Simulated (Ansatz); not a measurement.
Basis sets compared for the cluster Au5Se2⁺. Total charge 1; singlet. Geometry PBE0-D4/def2-SVP. Ansatz on 4 threads of Arm Neoverse V2 on a shared host; times are rough, and most runs start from earlier orbitals.

```xyz
7

Au   -0.4554    0.0569   -0.6643
Au   -2.2665    0.0454    2.3915
Au   -0.5812    2.9010    1.4641
Au    1.3296   -3.0000   -0.3714
Au    3.0460   -0.1463   -1.2454
Se   -2.1558    1.4211    0.4383
Se    1.0833   -1.2780   -2.0128
```

In the def2 sets Au takes a core potential; there is no spin–orbit coupling. Another isomer (singlet) lies 0.05 eV lower at PBE0-D4/def2-TZVP; other spin states weren't run for this one.

| level | functions | energy (Eh) | HOMO (eV) | LUMO (eV) | wall time |
| --- | --- | --- | --- | --- | --- |
| PBE-D4/def2-SVP | 224 | -5480.6446 | -9.94 | -7.74 | 6 s |
| PBE0-D4/def2-SVP | 224 | -5480.5526 | -10.83 | -6.78 | 12 s |

(1) Estimate the rows for PBE-D4/def2-TZVP (with forces), PBE0-D4/def2-TZVP.

## Answers

(1) 
| level | functions | energy (Eh) | HOMO (eV) | LUMO (eV) | wall time |
| --- | --- | --- | --- | --- | --- |
| PBE-D4/def2-TZVP (with forces) | 296 | -5481.2750 | -9.88 | -7.73 | 12 s |
| PBE0-D4/def2-TZVP | 296 | -5481.1835 | -10.74 | -6.76 | 25 s |
